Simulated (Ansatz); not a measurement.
Harmonic frequencies (cm⁻¹) at PBE0-D4/def2-TZVP from Ansatz: 85, 144, 220, 405, 520, 590, 603, 778, 844, 923, 937, 945, 946, 956, 1028, 1064, 1181, 1219, 1328, 1427, 1457, 1715, 2215, 2222, 2232, 3047, 3101, 3146, 3153, 3242.

Each molecule was computed in one conformer, which needn't be the lowest.

Q: Which molecule is it?
A. `CC[Si]C`
B. `C=CC[SiH3]`
C. `CC1C[SiH2]1`
D. `[SiH3]C1CC1`

A: B.
